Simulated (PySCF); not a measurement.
## Choosing a basis for TDDFT

C2H11BN2.
InChI=1S/C2H11BN2/c4-2-1-3-5/h1-4H2,5H3

TDDFT with PBE0 (PySCF), vertical singlets, core orbitals frozen in the response, spherical d and f functions. One conformer (not necessarily the lowest) at the PBE0-D3(BJ)/def2-SVP geometry, without solvent, vibrations or thermal averaging.

```csv
basis,functions,diffuse,S1 (eV),S2 (eV),S3 (eV),S4 (eV),S5 (eV),LUMO (eV),α (au)
6-31G*,92,no,7.14,7.40,7.97,8.32,8.60,1.84,51.3
6-31+G*,112,yes,5.58,5.86,6.27,6.61,6.67,-0.19,59.2
def2-SVP,125,no,6.65,6.92,7.45,7.79,7.99,1.15,53.8
def2-SVPD,188,yes,5.96,6.22,6.76,7.08,7.21,0.19,63.5
aug-cc-pVDZ,214,yes,5.43,5.72,6.02,6.32,6.40,-0.45,65.1
def2-TZVP,221,no,6.17,6.45,6.95,7.30,7.45,0.49,61.1
def2-TZVPD,284,yes,5.66,5.94,6.40,6.74,6.78,-0.16,64.8
```

Task: Compare the sets with the largest diffuse one.

Result: States are compared by their number. Against the largest diffuse basis here (def2-TZVPD, itself not a converged limit), sets without diffuse functions differ by up to 1.48 eV in S1 and 1.82 eV in S5; the smaller diffuse sets differ by up to 0.30 and 0.43 eV. State by state, the largest deviation of a set without diffuse functions is S1 1.48, S2 1.46, S3 1.57, S4 1.58, S5 1.82 eV. The same number needn't mean the same state in each row. Against def2-TZVPD the polarisability deviates by -21% in 6-31G*, -9% in 6-31+G*, -17% in def2-SVP, -2% in def2-SVPD, +1% in aug-cc-pVDZ, -6% in def2-TZVP. A single + in a Pople set puts diffuse functions on heavy atoms only.

Without π bonds the low states may be Rydberg-like; a valence basis with one diffuse set may place them up to an eV too high.
